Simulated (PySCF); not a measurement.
**Excitation energy of Zr²⁺ by level of theory**

Zr²⁺ [Kr] 4d2 (3F) → Zr²⁺ [Kr] 4d1 5s1 (3D), as a difference of total energies. Computed with PySCF 2.14 in def2-TZVPPD with the def2 core potential (28 electrons) (6s4p3d2f1g, 56 functions), with a scalar-relativistic core potential. Correlated levels: valence: 4s2 4p6 frozen. The calculations carry no spin-orbit coupling.

| method | excitation energy (eV) |
| --- | --- |
| UHF | 2.364 |
| MP2 (valence) | 2.340 |
| SCS-MP2 (valence) | 2.356 |
| CCSD (valence) | 2.328 |

Problem. How much does correlation contribute at MP2 (valence)?

Solution. 2.340 − (2.364) = -0.024 eV, measured against UHF.

With two correlated electrons CCSD is exact in that space.
